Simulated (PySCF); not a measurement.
C4H6BNO, SMILES CC1=CB(O)C=N1. Geometry optimised at PBE-D3(BJ)/def2-SVP. The structure was generated by enumeration, and PubChem lists no compound with its InChIKey, so it may never have been made. One conformer was computed; it need not be the lowest.

These are PySCF 2.14.0 with PBE-D3(BJ)/def2-SVP values and carry that method's errors.

Harmonic wavenumbers (cm⁻¹): 101, 177, 223, 272, 389, 506, 511, 612, 615, 656, 780, 802, 826, 858, 924, 959, 1007, 1073, 1126, 1237, 1259, 1334, 1379, 1384, 1446, 1596, 1623, 2961, 3028, 3054, 3095, 3143, 3713. Rotational constants (GHz): 6.465, 1.941, 1.507; symmetry number 1.

Question: Work out the zero-point energy and the ideal-gas rigid-rotor harmonic-oscillator thermochemistry at 298.15 K and 1 atm.

Answer: ZPE = ½ Σ hcν = ½ × 42667 cm⁻¹ = 61.00 kcal/mol. H − E(el) = 65.91 kcal/mol. Entropy in cal/(mol K): translation 39.56, rotation 27.23, vibration 14.20, total 81.00. G − E(el) = 41.76 kcal/mol. Cp = 27.41 cal/(mol K). Modes under 150 cm⁻¹ make the vibrational entropy uncertain.
